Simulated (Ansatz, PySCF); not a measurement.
Molecule: CsCl (charge 0, singlet). 
Structure (B3LYP-D3(BJ)/def2-TZVP (Ansatz, a quantum-chemistry and plane-wave program) minimum search):
SMILES: [Cl][Cs]
```xyz
2

Cs     0.0000     0.0000    -0.6988
Cl     0.0000     0.0000     2.2608
```

Dipole moments at this geometry, in debye (magnitudes).

```json
[
 {"level": "SVWN5/def2-TZVPD", "program": "Ansatz", "dipole (D)": "10.07"},
 {"level": "PBE/def2-TZVPD", "program": "Ansatz", "dipole (D)": "10.17"},
 {"level": "BLYP/def2-TZVPD", "program": "Ansatz", "dipole (D)": "10.19"},
 {"level": "BP86/def2-TZVPD", "program": "PySCF", "dipole (D)": "10.22"},
 {"level": "B3LYP/def2-TZVPD", "program": "PySCF", "dipole (D)": "10.49"},
 {"level": "BHLYP/def2-TZVPD", "program": "Ansatz", "dipole (D)": "10.79"},
 {"level": "r2SCANh/def2-TZVPD", "program": "Ansatz", "dipole (D)": "?"},
 {"level": "r2SCAN0/def2-TZVPD", "program": "Ansatz", "dipole (D)": "10.68"},
 {"level": "M06-2X/def2-TZVPD", "program": "PySCF", "dipole (D)": "10.68"},
 {"level": "HSE06/def2-TZVPD", "program": "Ansatz", "dipole (D)": "10.49"},
 {"level": "LC-wPBE/def2-TZVPD", "program": "Ansatz", "dipole (D)": "10.88"},
 {"level": "wB97M-V/def2-TZVPD", "program": "Ansatz", "dipole (D)": "10.76"},
 {"level": "wB97X-V/def2-TZVPD", "program": "Ansatz", "dipole (D)": "10.84"},
 {"level": "CCSD(T)/def2-SVPD", "program": "Ansatz", "dipole (D)": "?"}
]
```

**Question.** What belongs in the gaps?

**Answer.** 
- r2SCANh/def2-TZVPD, dipole (D): 10.58
- CCSD(T)/def2-SVPD, dipole (D): 11.34
